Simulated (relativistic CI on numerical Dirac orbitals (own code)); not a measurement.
**Hyperfine structure of W⁷¹⁺, mass number 183**

Calculated at this level of theory: Dirac-Coulomb-Breit CI, orbitals from a KLI potential per configuration, a model potential for QED, unscaled Slater integrals (own radial code, finite nucleus).

Configuration list (outside the closed core 1s2): 2s, 2p, 3s, 3p, 3d, 4s, 4p, 4d, 4f, 5s, 5p, 5d, 5f, 5g. Levels of other configurations are missing.

Nuclear spin I = 1/2, μ = 0.11739 μN (tables of Stone and Pyykkö). The electronic factors are computed for point nuclear moments, without core polarisation or the Bohr-Weisskopf and QED corrections.

```csv
Level,E (eV),A (GHz)
2s 2S_1/2,0.0,5737
2p 2P°_1/2,194.2,1866
2p 2P°_3/2,1697.9,206.3
3s 2S_1/2,11147.7,1706
3p 2P°_1/2,11200.1,576.7
3p 2P°_3/2,11648.5,64.13
3d 2D_3/2,11660.7,37.16
3d 2D_5/2,11787.1,14.68
```

Levels with J = 0, under 50 % of one LS term, or S terms without an open s electron are left out. Small factors come from cancelling terms and can be off by tens of per cent or more.

At this charge energies of transitions that change n are usually good to better than 1 %, and those within a shell (Δn = 0) to a few per cent.

Question: Give the hyperfine levels of 2s 2S_1/2 relative to its centre of gravity.

Answer: With K = F(F + 1) − I(I + 1) − J(J + 1), E = AK/2: F = 0: -4303, F = 1: 1434 GHz.
